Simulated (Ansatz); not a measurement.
Input for Ansatz (a first-principles code): U-CCSD(T)/aug-cc-pVTZ on O (SMILES [O]).

Ansatz 0.2 input:
```yaml
crystal:
  periodic: [false, false, false]
  atoms:
    - {symbol: O, position_ang: [0.00000000, 0.00000000, 0.00000000]}
basis:
  gaussian:
    orbitals: aug-cc-pVTZ
magnetization: {spin_polarized: true, initial_magnetization: 2}
correlation: {method: ccsd_t, electrons: outside_noble_gas}
scf: {omitted_lower_state_checks: [cluster_reference]}
```

The log:

```
WARN ansatz: RAYON_NUM_THREADS=1 ignored (pool sized by the plan → 1); use --threads N
Functional definition: HF
these checks for a lower state are left out or cut short: cluster_reference
integrals: 0.02 GiB planned
279 factors; integrals over basis functions are off by at most 1.7e-4 eV
mean field: 0.06 GiB planned
mean field evaluation 1: about -2035.3995 eV, gradient 8.6e0 eV
mean field evaluation 2: about -2035.3997 eV, gradient 8.6e0 eV
mean field evaluation 4: about -2035.7556 eV, gradient 9.5e-1 eV
mean field evaluation 8: about -2035.7650 eV, gradient 1.3e-4 eV
mean field evaluation 16: about -2035.7650 eV, gradient 4.3e-4 eV
mean field evaluation 32: about -2035.7650 eV, gradient 2.1e-3 eV
mean field -2035.76495483 eV, -74.8129821991 hartree, gradient 2.1e-6 eV, S^2 2.009199; 3 other end points of the search recorded, 0 dependent functions left out
1 core orbitals not correlated
reference -2035.76495483 eV, -74.8129821991 hartree; 4, 2 occupied and 41, 43 virtual orbitals, 279 factors
second order -3.98133468 eV of doubles, -0.00000000 eV of singles
coupled cluster: 0.09 GiB planned
cycle   1  -4.31756224 eV  change   -3.4e-1 eV  update   3.0e-2
cycle   2  -4.41285875 eV  change   -9.5e-2 eV  update   1.0e-2
cycle   3  -4.42319570 eV  change   -1.0e-2 eV  update   4.0e-3
cycle   4  -4.42202357 eV  change    1.2e-3 eV  update   1.8e-3
cycle   5  -4.42275472 eV  change   -7.3e-4 eV  update   7.0e-4
cycle   6  -4.42295905 eV  change   -2.0e-4 eV  update   2.1e-4
cycle   7  -4.42293732 eV  change    2.2e-5 eV  update   6.6e-5
cycle   8  -4.42293407 eV  change    3.3e-6 eV  update   1.9e-5
cycle   9  -4.42293011 eV  change    4.0e-6 eV  update   4.9e-6
perturbative correction -0.09333480 eV, -0.0034299907 hartree
Total energy: -2040.28121975 eV, -74.9789518734 hartree
Checks for a lower state left out: cluster_reference
```

The run converged.

Cost: roughly 1.5 core-seconds.
